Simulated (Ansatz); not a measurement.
A run for Ansatz (an electronic-structure program): U-PBE0/def2-TZVPP on NaB+, 2S+1 = 4, a spin state set in the input, which need not be the lowest. Charge +1.

Ansatz 0.2 input:
```yaml
crystal:
  periodic: [false, false, false]
  atoms:
    - {symbol: B, position_ang: [0.00000000, 0.00000000, 0.00000000]}
    - {symbol: Na, position_ang: [0.00000000, 0.00000000, 2.37500000]}
basis:
  gaussian:
    orbitals: def2-TZVPP
hamiltonian:
  xc: {name: PBE0}
total_charge: 1
magnetization: {spin_polarized: true, initial_magnetization: 3}
relax: {f_tol: 0.002, max_steps: 120}
```

Give the final energy of this run.

-186.4940 hartree.

How many basis functions does it have, and what does it roughly cost on one machine?

63 functions; about 19 core-seconds (a rough figure).
